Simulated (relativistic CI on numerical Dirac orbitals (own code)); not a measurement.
## d1 to d9 in one octahedral field

Computed with a parametric ligand-field model without spin-orbit coupling, by exact diagonalisation: B = 460, C = 1910, 10Dq = 21500 cm⁻¹ (Oh; |10Dq|/B = 46.7) for every shell. Energies in cm⁻¹; the field energy is (0.6 n_e − 0.4 n_t2) × 10Dq of the ground term; g labels are left out. So small a B with so large a field is typical of 4d and 5d ions, where spin-orbit coupling, left out here, reaches 1,000 to 4,000 cm⁻¹.

```
Shell  Ground term  Electrons in e  Field energy  First spin-allowed bands  Lowest term of other spin
   d1          2T2           0.000         -8600                  2E 21500                           
   d2          3T1           0.011        -16959      3T2 20414, 3T1 26227                   1T2 6754
   d3          4A2           0.000        -25800      4T2 21500, 4T1 26592                    2E 9333
   d4          3T1           0.017        -34024       3E 19675, 3T1 20150                   1T2 5719
   d5            ?               ?             ?                         ?                          ?
   d6          1A1           0.025        -51067      1T1 20130, 1T2 26599                  3T1 16077
   d7           2E           1.017        -38338      2T1 20019, 2T2 20483                  4T1 12200
   d8          3A2           2.000        -25800      3T2 21500, 3T1 26592                    1E 7442
   d9           2E           3.000        -12900                 2T2 21500
```

(1) Fill in the row of d5.

Results:

(1) Ground term: 2T2; Electrons in e: 0.033; Field energy: -42294; First spin-allowed bands: 2A2 19029, 2T1 19192; Lowest term of other spin: 4T1 12352. Low spin: d4, d5, d6, d7; the other shells keep the spin of the free ion. Only d4 to d7 can choose; the field needed to pair spins is smallest for d6 and largest for d5, which loses most exchange energy. In the strong-field picture 10Dq must exceed about 6B + 5C = 12310 (d4), 7.5B + 5C = 13000 (d5), 2.5B + 4C = 8790 (d6) and 4B + 4C = 9480 (d7); mixing of terms shifts these bounds somewhat.
